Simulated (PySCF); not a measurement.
A structure optimised at B3LYP-D3(BJ)/def2-SVPD, used in a PySCF frequency run:

```
Mg
Br 1 2.5364
Br 1 2.5364 2 119.12
```
Charge -1, spin multiplicity 2.

Task: Write its SMILES, formula and point group.

Result: [Br][Mg-][Br], Br2Mg, C2v

Task: What are its rotational constants (standard atomic weights)?

Result: 14.507, 0.66130, 0.63247 GHz
